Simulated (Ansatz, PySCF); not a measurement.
Two conformers of C3H6O (SMILES C=CCO), B3LYP-D3(BJ)/def2-TZVP minima.
Conformer 1 (charge 0, multiplicity 1):
```xyz
10

C      1.3972     0.6908     0.0046
C      0.3761     0.0351     0.5419
C     -0.6479    -0.7179    -0.2477
O     -1.9709    -0.2393    -0.0033
H      2.1141     1.2292     0.6111
H      1.5565     0.7042    -1.0682
H      0.2283     0.0392     1.6181
H     -0.4035    -0.6791    -1.3162
H     -0.6668    -1.7679     0.0521
H     -1.9832     0.7058    -0.1925
```
Conformer 2 (charge 0, multiplicity 1):
```xyz
10

C     -1.4517     0.3857    -0.4393
C     -0.6124    -0.5471    -0.0139
C      0.8366    -0.3350     0.2804
O      1.2016     1.0150     0.0419
H     -2.4915     0.1560    -0.6311
H     -1.1210     1.4018    -0.6056
H     -0.9591    -1.5636     0.1489
H      1.4295    -1.0179    -0.3457
H      1.0311    -0.6149     1.3262
H      2.1370     1.1200     0.2384
```

No zero-point or thermal terms.

Codes used: Ansatz (Gaussian orbitals); PySCF for the dispersion terms. 

Task: What electronic energy of conformer 2 less that of conformer 1 does HF/cc-pVTZ give?

Result: 3 kJ/mol

Ansatz is a first-principles code.
